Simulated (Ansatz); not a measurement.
```yaml
crystal:
  periodic: [false, false, false]
  atoms:
    - {symbol: Al, position_ang: [1.065776, 0.329677, 1.486936]}
    - {symbol: C, position_ang: [-0.579734, 0.194450, 0.366680]}
    - {symbol: O, position_ang: [-1.105785, -1.012401, 0.073726]}
    - {symbol: Si, position_ang: [-0.464467, -0.609359, -1.304935]}
    - {symbol: Cl, position_ang: [-1.742412, -0.027390, -2.698001]}
    - {symbol: H, position_ang: [1.447603, 1.983929, 1.944230]}
    - {symbol: H, position_ang: [2.001270, -0.790656, 1.693135]}
    - {symbol: H, position_ang: [-1.205676, 1.120754, 0.590597]}
    - {symbol: H, position_ang: [0.759415, -1.207670, -1.933383]}
basis:
  gaussian: {orbitals: def2-TZVP}
hamiltonian: {xc: {name: HF}}
correlation: {active_space: {window: {electrons: 6, orbitals: 2}}}
accuracy: high
output: {forces: true}
```

```sh
$ ansatz run in.yaml --threads 4 --pin off --events-out ev --progress --plain --max-ram 10444MiB
```

Q: How does Ansatz answer? (Best estimate.)

A: The calculation gave: The run stopped with an error.
```
Functional definition: HF
3492 factors; integrals over basis functions are off by at most 6.3e-9 eV
mean field evaluation 1: about -30077.0993 eV, gradient 3.9e1 eV
mean field evaluation 2: about -30077.3683 eV, gradient 4.0e1 eV
mean field evaluation 4: about -30081.1879 eV, gradient 4.0e0 eV
mean field evaluation 8: about -30081.2597 eV, gradient 3.1e-1 eV
mean field evaluation 16: about -30081.2602 eV, gradient 2.6e-8 eV
mean field -30081.26015154 eV, -1105.4659207588 hartree, gradient 7.4e-8 eV, S^2 0.000000; 0 other end points of the search recorded, 0 dependent functions left out
reference -30081.26015154 eV, -1105.4659207588 hartree; 31, 31 occupied and 166, 166 virtual orbitals, 3492 factors
Error: 6 electrons in 2 orbitals form no window around the highest filled level of the reference
```
